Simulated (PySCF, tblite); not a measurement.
Isomers of [C6H9NO]+ (charge +1 and doublet state), one GFN2-xTB conformer each. Single-point energies are computed at B3LYP/pcH-1 (PySCF, gas phase, no added dispersion term), electronic only. GFN2-xTB treats the open shell by occupation alone, and not every SCF solution was tested for stability.

Task: Rank them by B3LYP/pcH-1 energy, lowest first (kcal/mol).
A. `[CH3:1][CH2:2][C:3]1[CH:4]=[N:5][O:6][C+:7]1[CH3:8]` (charge +1 and doublet state) with C1–C2–C3–C4 14°
B. `[O+:1]=[CH:2][C@@H:3]1[CH2:4][CH:5]=[N:6][CH2:7][CH2:8]1` (charge +1 and doublet state) with O1–C2–C3–C4 -120°, C2–C3–C4–C5 -162°, C3–C4–C5–N6 11°, C5–N6–C7–C8 19°, N6–C7–C8–C3 -48°
C. `[CH3:1][C+:2]=[C:3][C@H:4]([CH3:5])[NH:6][CH:7]=[O:8]` (charge +1 and doublet state) with C3–C4–N6–C7 -129°, C4–N6–C7–O8 7°
D. `[CH2+:1][C:2]=[CH:3][CH2:4][C:5](=[O:6])[NH:7][CH3:8]` (charge +1 and doublet state) with C2–C3–C4–C5 -123°, C3–C4–C5–O6 -28°, C4–C5–N7–C8 -171°
E. `[CH+:1]=[C:2][CH2:3][C:4](=[O:5])[N:6]([CH3:7])[CH3:8]` (charge +1 and doublet state) with C2–C3–C4–O5 99°, C3–C4–N6–C7 -163°

Result: B (0.0), D (7.6), C (16.1), A (17.1), E (25.7).

Neighbours under 5.0 kcal/mol apart (C[C+]=[C][C@H](C)NC=O and CC[C]1C=NO[C+]1C) can change places with a better method, another conformer or zero-point energy. GFN2-xTB itself gives, in the same order: 0.0, 20.1, 22.8, 14.1, 24.6. Both levels put the same isomer lowest; measured from each level's own lowest isomer, the values differ by up to 12.5 kcal/mol ([CH2+][C]=CCC(=O)NC: 20.1 against 7.6).

Task: What happens when harmonic zero-point energies from GFN2-xTB frequencies are added?

Result: 
```csv
SMILES,ZPE (kcal/mol),electronic (kcal/mol),with ZPE (kcal/mol)
[O+]=C[C@@H]1CC=NCC1,86.5,0.0,0.0
[CH2+][C]=CCC(=O)NC,82.9,7.6,3.9
C[C+]=[C][C@H](C)NC=O,83.1,16.1,12.6
CC[C]1C=NO[C+]1C,84.8,17.1,15.3
[CH+]=[C]CC(=O)N(C)C,83.7,25.7,22.8
```

The zero-point energies span 3.6 kcal/mol. The order is unchanged.
